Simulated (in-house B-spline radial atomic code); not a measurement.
Mn²⁺. Computed with a B-spline radial atomic code. Model: non-relativistic spherical atom: semilocal Troullier-Martins pseudo-atom, one channel per l, against all electrons, high spin, G0W0 and RPA with empty states to l = 8, local potential for every l without a channel, a model core (radius 0 = none) keeps its share of the functional.

What the tables leave out is listed at the end.

The pseudopotential gives back the lowest level of each angular momentum of its own functional in the configuration it was made in; a second state of the same l is only approximately right. Exact exchange, RPA and GW see the smooth pseudo-orbitals and miss the exchange with the core, for which the functional's share stands in. The column with an uncorrelated core keeps all orbitals and exact exchange, and so separates missing core correlation from pseudisation. Only the three outermost levels and the lowest empty one were computed. RPA here is direct RPA, with no exchange kernel, and its energies carry an (l + 1/2)⁻⁴ tail. A hybrid on a potential with a model core restores only its own semilocal share of the core's exchange.

Command:
```bash
python run_psgw.py task.json out
```
Settings (lengths in bohr, energies in hartree):
```
Z                      25
electrons              23
configuration          [Ar] 3d5
generated_in           [Ar] 3d5 4s2
functional             pbe,pbe
core_shells            3
radius_factor          1
core_correction        True
```

Cost of the run: 21 s on 1 thread of Intel(R) Xeon(R) Platinum 8488C (Sapphire Rapids), with other jobs on the host.

Given: made with PBE; model core radius 0.432 bohr; local radius 0.972 bohr; mean-field start PBE.

Valence shells of the generating configuration: 3s, 3p, 3d, 4s.

Channel: s 0.742, p 0.756, d 2.277 (radii in bohr).

Computed: largest level miss in the spin-unpolarised generating configuration 0.04 eV; valence RPA correlation energy all-electron orbitals -0.81962 hartree; valence RPA correlation energy pseudo -0.76084 hartree; pseudo-atom RPA polarisability 3.6208 bohr³.

```
  level  occupied  mean-field all-electron (eV)  mean-field pseudo minus all (eV)  G0W0 all-electron (eV)  G0W0 uncorrelated core minus all (eV)  G0W0 pseudo minus all (eV)  exchange self-energy all-electron (eV)  exchange self-energy pseudo (eV)
  3d up         1                       -26.038                             -0.49                 -33.663                                  0.109                      -0.497                                  -40.34                           -35.332
3p down         1                       -68.417                            -0.446                  -76.39                                  0.133                      -1.283                                 -43.976                           -39.184
```

Question: What is the all-electron RPA polarisability, core included?

Answer: 3.6265 bohr³.

Given: mean-field start PBE0.

Computed: valence RPA correlation energy all-electron orbitals -0.78044 hartree; valence RPA correlation energy pseudo -0.72688 hartree; all-electron RPA polarisability, core included 3.0174 bohr³.

| level | occupied | mean-field all-electron (eV) | mean-field pseudo minus all (eV) | G0W0 all-electron (eV) | G0W0 uncorrelated core minus all (eV) | G0W0 pseudo minus all (eV) | exchange self-energy all-electron (eV) | exchange self-energy pseudo (eV) |
| --- | --- | --- | --- | --- | --- | --- | --- | --- |
| 3d up | 1 | -28.448 | -0.441 | -33.995 | 0.113 | -0.406 | -40.615 | -35.572 |
| 3p down | 1 | -71.233 | -0.474 | -76.86 | 0.14 | -1.141 | -43.863 | -39.096 |

Question: What is the pseudo-atom RPA polarisability?

Answer: 3.0647 bohr³.

Among the listed levels the largest G0W0 shift of the pseudo-atom is -1.28 eV, for 3p down on the PBE start, while leaving the core uncorrelated moves that level by +0.13 eV. So pseudisation and the lost core exchange, not the missing core correlation, make the error. Not in the tables (levels of low weight, unsolved or above zero; the highest and the empty levels are kept at any weight): on PBE the G0W0 levels 3p up (pseudo minus all -1.04 eV, weights 0.12 and 0.13), 3d down (pseudo minus all +0.31 eV, weights 0.58 and 0.56); on PBE0 the G0W0 levels 3p up (pseudo minus all -0.70 eV, weights 0.38 and 0.40); no Hartree-Fock pseudo-atom is run with a model core.
